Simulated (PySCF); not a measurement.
Se(F)(OSiH3) (FH3OSeSi), SMILES F[Se]O[SiH3].

Geometry optimised at PBE-D3(BJ)/def2-SVP. The geometry has at least one imaginary mode, so it is a saddle point at that level. Other conformers were not sampled.

Two levels are set side by side: PBE/def2-TZVP (PySCF) and PBE0/def2-TZVP (PySCF). Same geometry, gas phase. Differences are taken from unrounded values.

| quantity | PBE |
|---|---|
| orbital gap (eV) | 2.55 |
| highest occupied level (eV) | -5.51 |
| lowest empty level (eV) | -2.96 |
| dipole moment (D) | 1.69 |
| mean polarisability (bohr³) | 56.7 |

Task: These are the PBE values. What does PBE0 give? (An estimate is asked for; the answer gives what the named calculation found.)

Result: 
```csv
quantity,PBE0,PBE minus PBE0
orbital gap (eV),4.87,-2.32
highest occupied level (eV),-6.86,1.35
lowest empty level (eV),-1.99,-0.97
dipole moment (D),1.82,-0.13
mean polarisability (bohr³),54.5,2.2
```

Without exact exchange PBE keeps part of each electron's self-repulsion, which lifts occupied levels and narrows the gap. Loosely held outer electrons make PBE densities more polarisable. Differences between two approximate levels are no errors against the true value.

Rough cost on one machine, each run with all the roots and properties that it gave: PBE0 against PBE within a factor of 2.
